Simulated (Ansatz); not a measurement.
The pair A = SiH4 (SMILES [SiH4]) (first 5 atoms), B = CH3F (SMILES CF); geometry from B3LYP-D3(BJ)/def2-TZVP.
(charge 0, multiplicity 1):
```xyz
10

Si     0.161     0.131     0.039
H     -1.161     0.478     0.607
H      1.151     1.178     0.367
H      0.033     0.025    -1.434
H      0.602    -1.178     0.571
C     -0.493    -0.729     3.680
F      0.347     0.264     3.182
H     -0.104    -1.701     3.374
H     -0.512    -0.653     4.767
H     -1.492    -0.578     3.271
```

Frozen-core correlation. MP2 and its Hartree–Fock in aug-cc-pV(T+d)Z are density fitted.

Programs: Ansatz (an electronic-structure program) with Gaussian orbitals. 

The counterpoise-corrected interaction energy is E(AB) − E(A in the pair's basis) − E(B in the pair's basis). Total energies (hartree):

| level | AB | A in the pair's basis | B in the pair's basis |
|---|---|---|---|
| HF/aug-cc-pV(D+d)Z | -430.3078619 | -291.2505338 | -139.0576668 |
| MP2/aug-cc-pV(D+d)Z | -430.7919178 | -291.3724038 | -139.4176064 |
| HF/aug-cc-pV(T+d)Z | -430.3606214 | -291.2638478 | -139.0971588 |
| MP2/aug-cc-pV(T+d)Z | -430.9535479 | -291.4095518 | -139.5417292 |
| CCSD(T)/aug-cc-pV(D+d)Z | -430.8566278 | -291.4072244 | -139.4474173 |

Problem. Work out the counterpoise-corrected interaction energy at the basis-set limit: extrapolate the MP2 correlation part as X⁻³, take Hartree–Fock from the larger set, and add the CCSD(T) − MP2 difference of aug-cc-pV(D+d)Z.

Solution. 
1. Differences (1 hartree = 627.509 kcal/mol): HF/aug-cc-pV(D+d)Z 0.213; MP2/aug-cc-pV(D+d)Z -1.197; HF/aug-cc-pV(T+d)Z 0.242; MP2/aug-cc-pV(T+d)Z -1.423; CCSD(T)/aug-cc-pV(D+d)Z -1.246.
2. Correlation parts, MP2 less HF: -1.410 in aug-cc-pV(D+d)Z (X = 2), -1.664 in aug-cc-pV(T+d)Z (X = 3).
3. Limit (3³·(-1.664) − 2³·(-1.410))/(3³ − 2³) = -1.771; with HF/aug-cc-pV(T+d)Z it gives -1.530.
4. CCSD(T) less MP2 in aug-cc-pV(D+d)Z: -0.049.
Result: -1.58 kcal/mol, against -1.20 at MP2/aug-cc-pV(D+d)Z. It is an estimate of this method's limit, not of the exact value.
